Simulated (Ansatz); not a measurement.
Ansatz (a program for electronic structure) input (PBE/6-31G*):

Ansatz 0.2 input:
```yaml
crystal:
  periodic: [false, false, false]
  atoms:
    - {symbol: C, position_ang: [1.59313510, -0.63906756, -0.11543434]}
    - {symbol: C, position_ang: [1.43638359, 0.92210247, 0.21526977]}
    - {symbol: C, position_ang: [-0.06425195, 0.63991867, 0.13555457]}
    - {symbol: C, position_ang: [0.06425195, -0.63991867, -0.13555457]}
    - {symbol: C, position_ang: [-1.43638359, -0.92210247, -0.21526977]}
    - {symbol: C, position_ang: [-1.59313510, 0.63906756, 0.11543434]}
    - {symbol: H, position_ang: [2.09495382, -0.84999760, -1.06186465]}
    - {symbol: H, position_ang: [2.07230299, -1.22018753, 0.67497161]}
    - {symbol: H, position_ang: [1.85029781, 1.58665927, -0.54570535]}
    - {symbol: H, position_ang: [1.82764698, 1.21646933, 1.19113091]}
    - {symbol: H, position_ang: [-1.82764698, -1.21646933, -1.19113091]}
    - {symbol: H, position_ang: [-1.85029781, -1.58665927, 0.54570535]}
    - {symbol: H, position_ang: [-2.07230299, 1.22018753, -0.67497161]}
    - {symbol: H, position_ang: [-2.09495382, 0.84999760, 1.06186465]}
basis:
  gaussian:
    orbitals: 6-31G*
hamiltonian:
  xc: {name: PBE}
relax: {f_tol: 0.003, max_steps: 120}
```

From the output:

```
mean field evaluation 8: about -6340.2844 eV, gradient 7.8e-2 eV
mean field evaluation 16: about -6340.2845 eV, gradient 4.4e-5 eV
mean field -6340.28445838 eV, -233.0011562463 hartree, gradient 3.3e-6 eV, S^2 0.000000; 0 other end points of the search recorded, 0 dependent functions left out
the calculation of the forces begins
reference -6340.28448195 eV, -233.0011571125 hartree; 22, 22 occupied and 84, 84 virtual orbitals, 1338 factors
relax step   1: F+E_penalty+E_count = -6340.28445838 eV  Δ(F+E_penalty+E_count) = +0.000e0 eV  max|allowed force component| = 9.820e-1 eV/Å  Δτ_max = 0.0000 Å  (28 SCF iters, accepted)
these checks for a lower state are left out or cut short: starts, cluster_reference, orbital_swaps, neighbouring_geometries, increment
integrals: 0.06 GiB planned
1338 factors; their error is unknown
mean field: 0.32 GiB planned
mean field -6340.31462017 eV, -233.0022646715 hartree, gradient 1.6e-5 eV, S^2 0.000000; 0 other end points of the search recorded, 0 dependent functions left out
the calculation of the forces begins
reference -6340.31464391 eV, -233.0022655441 hartree; 22, 22 occupied and 84, 84 virtual orbitals, 1338 factors
relax step   2: F+E_penalty+E_count = -6340.31462017 eV  Δ(F+E_penalty+E_count) = -3.016e-2 eV  max|allowed force component| = 2.666e-1 eV/Å  Δτ_max = 0.0122 Å  (30 SCF iters, accepted)
these checks for a lower state are left out or cut short: starts, cluster_reference, orbital_swaps, neighbouring_geometries, increment
integrals: 0.06 GiB planned
1338 factors; their error is unknown
mean field: 0.32 GiB planned
mean field evaluation 32: about -6340.3177 eV, gradient 1.8e-5 eV
mean field -6340.31774945 eV, -233.0023796705 hartree, gradient 1.8e-5 eV, S^2 0.000000; 0 other end points of the search recorded, 0 dependent functions left out
the calculation of the forces begins
reference -6340.31777327 eV, -233.0023805458 hartree; 22, 22 occupied and 84, 84 virtual orbitals, 1338 factors
relax step   3: F+E_penalty+E_count = -6340.31774945 eV  Δ(F+E_penalty+E_count) = -3.129e-3 eV  max|allowed force component| = 2.245e-2 eV/Å  Δτ_max = 0.0056 Å  (30 SCF iters, accepted)
these checks for a lower state are left out or cut short: starts, cluster_reference, orbital_swaps, neighbouring_geometries, increment
integrals: 0.06 GiB planned
1338 factors; their error is unknown
mean field: 0.32 GiB planned
mean field -6340.31776407 eV, -233.0023802078 hartree, gradient 1.8e-5 eV, S^2 0.000000; 0 other end points of the search recorded, 0 dependent functions left out
the calculation of the forces begins
reference -6340.31778790 eV, -233.0023810834 hartree; 22, 22 occupied and 84, 84 virtual orbitals, 1338 factors
relax step   4: F+E_penalty+E_count = -6340.31776407 eV  Δ(F+E_penalty+E_count) = -1.462e-5 eV  max|allowed force component| = 6.977e-3 eV/Å  Δτ_max = 0.0008 Å  (30 SCF iters, accepted)
these checks for a lower state are left out or cut short: starts, cluster_reference, orbital_swaps, neighbouring_geometries, increment
integrals: 0.06 GiB planned
1338 factors; their error is unknown
mean field: 0.32 GiB planned
mean field -6340.31777851 eV, -233.0023807384 hartree, gradient 1.8e-5 eV, S^2 0.000000; 0 other end points of the search recorded, 0 dependent functions left out
the calculation of the forces begins
reference -6340.31780233 eV, -233.0023816140 hartree; 22, 22 occupied and 84, 84 virtual orbitals, 1338 factors
relax step   5: F+E_penalty+E_count = -6340.31777851 eV  Δ(F+E_penalty+E_count) = -1.444e-5 eV  max|allowed force component| = 3.033e-3 eV/Å  Δτ_max = 0.0008 Å  (30 SCF iters, accepted)
these checks for a lower state are left out or cut short: starts, cluster_reference, orbital_swaps, neighbouring_geometries, increment
integrals: 0.06 GiB planned
1338 factors; their error is unknown
mean field: 0.32 GiB planned
mean field -6340.31777880 eV, -233.0023807491 hartree, gradient 1.4e-5 eV, S^2 0.000000; 0 other end points of the search recorded, 0 dependent functions left out
the calculation of the forces begins
reference -6340.31780262 eV, -233.0023816246 hartree; 22, 22 occupied and 84, 84 virtual orbitals, 1338 factors
relax step   6: F+E_penalty+E_count = -6340.31777880 eV  Δ(F+E_penalty+E_count) = -2.887e-7 eV  max|allowed force component| = 1.088e-3 eV/Å  Δτ_max = 0.0001 Å  (30 SCF iters, accepted)
integrals: 0.06 GiB planned
1338 factors; their error is unknown
mean field: 0.32 GiB planned
mean field evaluation 64: about -6340.3178 eV, gradient 1.5e-5 eV
mean field -6340.31777880 eV, -233.0023807491 hartree, gradient 1.4e-5 eV, S^2 0.000000; 1 other end points of the search recorded, 0 dependent functions left out
the calculation of the forces begins
reference -6340.31780262 eV, -233.0023816246 hartree; 22, 22 occupied and 84, 84 virtual orbitals, 1338 factors
Total energy: -6340.31780262 eV, -233.0023816246 hartree
Atom 0 at     1.596254    -0.639893    -0.115570 Å, force     0.000058     0.000383     0.000082 eV/Å
Atom 1 at     1.439281     0.923490     0.215603 Å, force     0.000133    -0.000365    -0.000076 eV/Å
Atom 2 at    -0.065044     0.647804     0.137225 Å, force    -0.000109     0.001088     0.000231 eV/Å
Atom 3 at     0.065044    -0.647804    -0.137225 Å, force     0.000109    -0.001088    -0.000231 eV/Å
Atom 4 at    -1.439281    -0.923490    -0.215603 Å, force    -0.000133     0.000365     0.000076 eV/Å
Atom 5 at    -1.596254     0.639893     0.115570 Å, force    -0.000058    -0.000383    -0.000082 eV/Å
Atom 6 at     2.109807    -0.854114    -1.070835 Å, force    -0.000266    -0.000071    -0.000079 eV/Å
Atom 7 at     2.086949    -1.227682     0.681852 Å, force    -0.000268    -0.000095     0.000037 eV/Å
Atom 8 at     1.863722     1.596776    -0.551660 Å, force    -0.000278     0.000044    -0.000055 eV/Å
Atom 9 at     1.840864     1.223208     1.201026 Å, force    -0.000279     0.000020     0.000061 eV/Å
Atom 10 at    -1.840864    -1.223208    -1.201026 Å, force     0.000279    -0.000020    -0.000061 eV/Å
Atom 11 at    -1.863722    -1.596776     0.551660 Å, force     0.000278    -0.000044     0.000055 eV/Å
Atom 12 at    -2.086949     1.227682    -0.681852 Å, force     0.000268     0.000095    -0.000037 eV/Å
Atom 13 at    -2.109807     0.854114     1.070835 Å, force     0.000266     0.000071     0.000079 eV/Å
Dipole moment:    -0.000000    -0.000000    -0.000000 e Å
```

The geometry given is a B3LYP-D3(BJ)/def2-TZVP minimum.
